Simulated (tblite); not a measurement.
C6H7FSSi.
SMILES with atom numbers: `[CH:1]#[C:2][C:3]1=[CH:4][S:5][Si@H:6]([F:7])[CH2:8][CH2:9]1` (hydrogens: H10 on C1; H11 on C4; H12 on Si6; H13, H14 on C8; H15, H16 on C9)

A start from a force field or distance geometry was refined with GFN2-xTB geometry optimisation, gas phase (tblite 0.8.0). Values at the start:

```csv
coordinate,start
C1≡C2,1.212 Å
C1–H10,1.052 Å
C2–C3,1.423 Å
C3=C4,1.336 Å
C3–C9,1.523 Å
C4–S5,1.739 Å
C4–H11,1.096 Å
S5–Si6,2.142 Å
Si6–F7,1.599 Å
Si6–C8,1.861 Å
Si6–H12,1.486 Å
C8–C9,1.534 Å
C8–H13,1.096 Å
C8–H14,1.088 Å
C9–H15,1.096 Å
C9–H16,1.096 Å
C1–C2–C3,178.8°
C3–C4–S5,129.2°
C3–C9–C8,115.8°
C4–C3–C9,125.9°
C4–S5–Si6,106.1°
S5–Si6–F7,109.6°
S5–Si6–C8,103.6°
Si6–C8–C9,113.0°
C2–C3–C9–C8,-143°
C3–C4–S5–Si6,-8°
C4–S5–Si6–F7,102°
S5–Si6–C8–C9,47°
```

Q: How do these coordinates change at the GFN2-xTB level?

A: 
| coordinate | GFN2-xTB (Å or °) | change |
| --- | --- | --- |
| Si6–H12 | 1.448 | -0.038 |
| Si6–C8 | 1.891 | +0.030 |
| C4–S5 | 1.758 | +0.019 |
| C3–C9 | 1.505 | -0.018 |
| C4–H11 | 1.078 | -0.018 |
| Si6–F7 | 1.612 | +0.013 |
| C1≡C2 | 1.201 | -0.011 |
| C2–C3 | 1.413 | -0.010 |
| C8–H13 | 1.091 | -0.005 |
| C9–H16 | 1.092 | -0.004 |
| S5–Si6 | 2.146 | +0.004 |
| C1–H10 | 1.049 | -0.003 |
| C8–H14 | 1.091 | +0.003 |
| C3=C4 | 1.338 | +0.002 |
| C8–C9 | 1.536 | +0.002 |
| C9–H15 | 1.095 | -0.001 |
| C4–S5–Si6 | 100.8 | -5.3 |
| C3–C9–C8 | 111.7 | -4.1 |
| S5–Si6–C8 | 107.5 | +3.9 |
| C3–C4–S5 | 126.2 | -3.0 |
| S5–Si6–F7 | 107.0 | -2.6 |
| Si6–C8–C9 | 111.0 | -2.0 |
| C4–C3–C9 | 124.1 | -1.8 |
| C1–C2–C3 | 177.8 | -1.0 |
| C4–S5–Si6–F7 | 136 | +34 |
| C3–C4–S5–Si6 | -35 | -27 |
| S5–Si6–C8–C9 | 24 | -23 |
| C2–C3–C9–C8 | -121 | +22 |

The energy falls by 0.141 eV over 95 L-BFGS steps, the largest force on an atom goes from 1.01 to 0.009 eV/Å, and the atoms move by 0.435 Å rms after alignment. The bond that changes most is Si6–H12 (fluorine-bound silicon to Si–H hydrogen), which shortens by 0.038 Å. Bonds longer at the end by more than 0.005 Å: 3 of 16; shorter: 6. Among the dihedrals that turn most is C4–S5–Si6–F7, from 102° to 136°. Rotational constants go from 2324, 766.9, 635.9 to 2477, 762.8, 624.5 MHz.

Hardware: Arm Neoverse N1, one thread, no GPU (shared host). Cost: 1.4 s of wall time.

Its GFN2-xTB frequencies are all real (lowest 29 cm⁻¹). The numbers are those of one conformer. 3 starts were optimised and ended at 0.00, 0.00 and 0.09 kcal/mol (GFN2-xTB); the lowest of these is shown.

The numbers are calculated, not measured.
